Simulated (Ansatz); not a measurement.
`[Cl][Zr]([SeH])([SeH])[SeH]`, relaxed with RKS PBE0-D4/def2-TZVP in the Gaussian-basis code of Ansatz from a GFN2-xTB geometry. The force threshold is 0.005 eV/Å; the program also tests the step.

The species carries charge 0 and has multiplicity 1. Zr takes the def2 core potential.

Start:

```xyz
8

Cl    1.818    1.109   -2.312
Zr    0.555    0.142   -0.732
Se   -1.738    1.157   -0.421
Se    0.087   -2.325   -0.957
Se    1.446    0.462    1.609
H    -1.494    2.133    0.601
H    -1.129   -2.496   -0.215
H     0.456   -0.182    2.427
```

| step | energy (eV) | largest force (eV/Å) | largest move (Å) |
| --- | --- | --- | --- |
| 1 | -209879.8604 | 1.902 | 0.000 |
| 2 | -209880.1911 | 0.617 | 0.195 |
| 3 | -209880.2392 | 0.234 | 0.136 |
| 4 | -209880.2448 | 0.046 | 0.063 |
| 5 | -209880.2485 | 0.080 | 0.083 |
| 6 | -209880.2509 | 0.091 | 0.077 |
| 7 | -209880.2525 | 0.074 | 0.055 |
| 8 | -209880.2534 | 0.049 | 0.057 |
| 9 | -209880.2538 | 0.050 | 0.023 |
| 10 | -209880.2553 | 0.027 | 0.074 |
| 11 (rejected) | -209880.2380 | 0.590 | 0.196 |
| 12 | -209880.2573 | 0.101 | 0.092 |
| 13 | -209880.2574 | 0.291 | 0.097 |
| 14 | -209880.2624 | 0.201 | 0.050 |
| 15 | -209880.2751 | 0.119 | 0.200 |
| 16 | -209880.2777 | 0.119 | 0.200 |
| 17 (rejected) | -209880.2727 | 0.422 | 0.134 |
| 18 | -209880.2835 | 0.073 | 0.067 |
| 19 | -209880.2880 | 0.151 | 0.088 |
| 20 | -209880.2906 | 0.021 | 0.072 |
| 21 (rejected) | -209880.2861 | 0.095 | 0.092 |
| 22 | -209880.2919 | 0.027 | 0.044 |
| 23 | -209880.2922 | 0.036 | 0.036 |
| 24 | -209880.2923 | 0.022 | 0.010 |
| 25 | -209880.2924 | 0.005 | 0.006 |

End:

```xyz
8

Cl    1.640    1.175   -2.097
Zr    0.317    0.076   -0.537
Se   -1.949    1.205   -0.227
Se   -0.289   -2.270   -1.327
Se    1.499   -0.023    1.731
H    -1.213    2.455    0.055
H    -0.154   -2.684    0.081
H     0.150    0.065    2.321
```

It took 2.2 min on 4 threads of an Intel Xeon 6975P-C on a shared host, with 1.2 GiB of host memory at the peak.
